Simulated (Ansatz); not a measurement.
The cluster NaLi₆⁺, relaxed as a singlet with RKS PBE/def2-TZVP in Ansatz, starting from the GFN1-xTB geometry. Force threshold 0.02 eV/Å.

The restricted singlet is unstable towards broken spin symmetry in Hartree–Fock (as tested in another run); at PBE/def2-TZVP this wasn't settled. Another isomer (singlet) lies 0.25 eV lower at PBE0/def2-TZVP; other spin states weren't run for this one.

Start:

Cartesian coordinates in Å:
```
Li 1.6613 -1.8789 -1.0556
Li 1.7877 0.3577 0.2374
Li -0.2799 -1.1246 0.6705
Li -0.1382 -0.0149 -1.5753
Li 0.7180 0.3722 2.6085
Li -0.6742 1.3833 0.5863
Na -3.0747 0.9052 -1.4718
```

Estimate the energy that the relaxation releases and the steps that it takes.

0.88 eV, in 7 steps; 5.5 s on 4 threads of Arm Neoverse V1 on a shared host. No frequencies were taken in this run, so the end may be a saddle point.

Does the start keep its bonding?

Bonds lost: Li2–Li4, Li2–Li6, Li4–Li6 (atoms count from 1). Bonds formed: Li3–Na7 (atoms count from 1). Metal–metal contacts that move far: Li3–Li5 2.64 to 3.20 Å.

Predict the relaxed structure.


```xyz
7

Li    1.784   -2.260   -1.378
Li    2.044    0.188    0.425
Li   -0.481   -0.943    0.461
Li   -0.037    0.115   -2.080
Li    0.599    0.536    3.089
Li   -0.762    1.824    0.654
Na   -3.148    0.540   -1.172
```
Bond lengths (bridged metal pairs left out): 5 × Li–Li 2.77 to 3.05 Å; 3 × Li–Na 3.27 to 3.46 Å.
